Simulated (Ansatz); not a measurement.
Relaxation of BrClH6N2Si (11 atoms, charge 0, multiplicity 1), to a largest force component of 0.03 eV/Å in at most 50 steps.

All numbers below come from RKS LDA/def2-SVP in Ansatz 0.2.0.

```xyz
11
Properties=species:S:1:pos:R:3:forces:R:3
Si -0.386 -0.091 -0.700 -0.15 -0.30 -0.41
Cl 0.372 1.437 2.180 -0.52 -0.29 0.45
N 1.233 -0.303 -0.228 0.00 0.02 0.00
H 1.748 -1.115 -0.580 0.00 0.00 0.01
H 1.561 0.043 0.681 0.00 0.00 0.00
N -0.847 1.551 -0.741 0.10 0.15 0.08
H -1.816 1.797 -0.516 0.02 -0.01 -0.03
H -0.185 2.225 -0.329 -0.12 -0.14 -0.05
H -0.529 -0.838 -1.991 -0.01 0.01 -0.01
Br -1.988 -1.165 0.566 0.23 0.27 0.19
H -0.668 0.589 2.205 0.46 0.29 -0.23
```

Problem. Where does it end, and by what steps?

Solution. The forces met the threshold. After 17 steps the energy has fallen by 0.214 eV; H7 moved furthest, 0.61 Å.

```
step  energy less start (eV)  largest force component (eV/Å)  accepted
   0                  0.0000                           0.517       yes
   1                 -0.0935                           0.720       yes
   2                 -0.1501                           0.401       yes
   3                 -0.1707                           0.236       yes
   4                 -0.1816                           0.142       yes
   5                 -0.1858                           0.074       yes
   6                 -0.1926                           0.206       yes
   7                 -0.1975                           0.239       yes
   8                 -0.2078                           0.040       yes
   9                 -0.1835                           0.924        no
  10                 -0.2104                           0.103       yes
  11                 -0.2111                           0.077       yes
  12                 -0.2121                           0.052       yes
  13                 -0.2130                           0.032       yes
  14                 -0.2133                           0.038       yes
  15                 -0.2134                           0.036       yes
  16                 -0.2135                           0.038       yes
  17                 -0.2136                           0.012       yes
```

```xyz
11
Properties=species:S:1:pos:R:3
Si -0.367 -0.051 -0.732
Cl 0.275 1.349 2.360
N 1.270 -0.291 -0.331
H 1.656 -1.239 -0.382
H 1.589 0.201 0.518
N -0.742 1.609 -0.776
H -1.670 1.894 -1.104
H -0.458 2.143 0.059
H -0.766 -0.768 -1.981
Br -1.700 -1.079 0.889
H -0.588 0.362 2.027
```

Whether the end is a true minimum wasn't checked by a vibrational analysis.

Time of the run: 20 s on 4 threads of Arm Neoverse V2, with other jobs on the host, peak memory 0.19 GiB.
